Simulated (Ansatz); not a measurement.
Method: frozen-core CCSD(T)/def2-TZVPP // r2SCAN-D4/def2-SVP (Ansatz, an electronic-structure program).

Ansatz 0.2 input:
```yaml
crystal:
  periodic: [false, false, false]
  atoms:
    - { symbol: Zr, position_ang: [0.0, 0.0, 0.0] }
    - { symbol: F, position_ang: [1.648423, -0.528595, 0.784646] }
    - { symbol: F, position_ang: [-1.024187, -1.544128, -0.423186] }
    - { symbol: F, position_ang: [-0.966111, 1.084677, 1.225761] }
    - { symbol: F, position_ang: [0.341875, 0.988048, -1.587219] }
basis:
  gaussian: { orbitals: def2-TZVPP }
correlation:
  method: ccsd_t
```

Output:

```
Functional definition: HF
1208 factors; integrals over basis functions are off by at most 7.2e-4 eV
mean field evaluation 1: about -12097.6128 eV, gradient 6.4e1 eV
mean field evaluation 2: about -12097.7037 eV, gradient 6.4e1 eV
mean field evaluation 4: about -12104.1320 eV, gradient 1.6e0 eV
mean field evaluation 8: about -12104.1797 eV, gradient 7.5e-2 eV
mean field evaluation 16: about -12103.9658 eV, gradient 1.6e0 eV
mean field -12104.17976679 eV, -444.8204019219 hartree, gradient 8.9e-6 eV, S^2 0.000000; 0 other end points of the search recorded, 0 dependent functions left out
4 core orbitals not correlated
reference -12104.17976679 eV, -444.8204019219 hartree; 20, 20 occupied and 156, 156 virtual orbitals, 1208 factors
second order -36.69981815 eV of doubles, -0.00000000 eV of singles
cycle   1  -35.30058719 eV  change     1.4e0 eV  update   1.8e-1
cycle   2  -36.18603227 eV  change   -8.9e-1 eV  update   7.9e-2
cycle   3  -36.40110758 eV  change   -2.2e-1 eV  update   2.9e-2
cycle   4  -36.38329221 eV  change    1.8e-2 eV  update   8.8e-3
cycle   5  -36.36808462 eV  change    1.5e-2 eV  update   2.4e-3
cycle   6  -36.36889810 eV  change   -8.1e-4 eV  update   8.4e-4
cycle   7  -36.36913396 eV  change   -2.4e-4 eV  update   2.6e-4
cycle   8  -36.36888064 eV  change    2.5e-4 eV  update   1.1e-4
cycle   9  -36.36889260 eV  change   -1.2e-5 eV  update   3.4e-5
perturbative correction -1.25968933 eV, -0.0462927290 hartree
Total energy: -12141.80834873 eV, -446.2032268024 hartree
```

Cost: around 40 core-seconds (rough).
